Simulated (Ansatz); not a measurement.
H8N2Si2, SMILES N[SiH2][SiH2]N.

Coordinates come from a PBE0-D3(BJ)/def2-SVP optimisation. The values are those of a single conformer.

Two levels are set side by side: PBE/def2-SVPD (Ansatz, a quantum-chemistry and plane-wave program) and CAM-B3LYP/def2-SVPD (Ansatz). Energy differences of separate SCF runs at the same geometry; the states with an electron removed or added have multiplicity 2 and 2. Differences are taken from unrounded values.

```tsv
quantity	CAM-B3LYP	PBE	PBE minus CAM-B3LYP
vertical ionisation energy (eV)	9.32	8.58	-0.73
vertical singlet–triplet gap (eV)	5.70	4.77	-0.93
```
